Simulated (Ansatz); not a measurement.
Reaction (formal loss of a carbene): `C/C(N)=C\[SiH3]` → `N/C=C/[SiH3]` + `[CH2]` (triplet)

Gas-phase electronic energies from Ansatz, PBE0-D4/def2-TZVP geometries. CBS: MP2 limit from def2 TZ/QZ plus the TZ coupled-cluster correction, frozen cores. This one scheme is used for every species. Double bonds are as drawn, so ΔE can hold a change between cis and trans. DFT in def2-TZVPP. Triplets are unrestricted, without spin–orbit coupling. Each species was taken in one conformer, which may not be the lowest.

`C/C(N)=C\[SiH3]`:

Z-matrix (Å, degrees):
```
C
C 1 1.496
H 1 1.094 2 110.4
H 1 1.089 2 111.9 3 120.7
H 1 1.095 2 110.7 3 -118.9
N 2 1.376 1 113.3 3 58.6
C 2 1.347 1 123.5 3 -118.5
H 6 1.006 2 117.3 1 26.1
H 6 1.006 2 116.9 1 167.5
Si 7 1.840 2 125.7 1 0.9
H 7 1.089 2 117.1 1 179.9
H 10 1.493 7 113.4 2 61.4
H 10 1.493 7 113.1 2 -59.3
H 10 1.488 7 108.7 2 -178.8
```

`N/C=C/[SiH3]`:

```xyz
11

N    -1.364    1.474   -0.938
C    -0.423    0.521   -0.660
C    -0.107    0.030    0.550
Si    1.248   -1.187    0.778
H    -2.034    1.695   -0.221
H    -1.712    1.533   -1.878
H     0.126    0.191   -1.539
H    -0.675    0.382    1.411
H     2.337   -0.678    1.660
H     1.833   -1.501   -0.557
H     0.772   -2.459    1.394
```

`[CH2]` (triplet):

Z-matrix (Å, degrees):
```
C
H 1 1.079
H 1 1.079 2 134.9
```

| level | ΔE (eV) | difference from CCSD(T)/CBS |
| --- | --- | --- |
| revPBE-D4 | 4.58 | -0.05 |
| PBE0-D4 | 4.61 | -0.02 |
| ωB97X-V | 4.74 | 0.11 |
| revPBE | 4.31 | -0.32 |
| r2SCANh | 4.37 | -0.26 |
| MP2/def2-SVP | 4.56 | -0.07 |
| HF/def2-TZVPP | 3.05 | -1.58 |
| MP2/def2-QZVPP | 4.73 | 0.10 |
| SCS-MP2/def2-QZVPP | 4.73 | 0.10 |
| HF/CBS(def2) | 3.05 | -1.58 |
| CCSD(T)/CBS | 4.63 | 0 |

Largest T1 diagnostic among the species: 0.012.

The D4 term adds +0.14 eV with B3LYP and +0.08 eV with PBE0; it sums over pairs of atoms, weighted by their polarisabilities, and B3LYP, whose exchange is more repulsive, gets the larger term. From PBE to PBE0 (25 % exact exchange), in def2-TZVPP and without D4, ΔE moves by −0.07 eV. Leaving LDA and LC-ωPBE aside and taking each functional with its dispersion term where it has one, the values, not all of them listed here, spread over 0.37 eV, from r2SCAN0-D4 to ωB97X-V. LDA lies +0.83 eV from PBE without D4.

B3LYP here is the variant with VWN-RPA as its local correlation; programs differ in this.
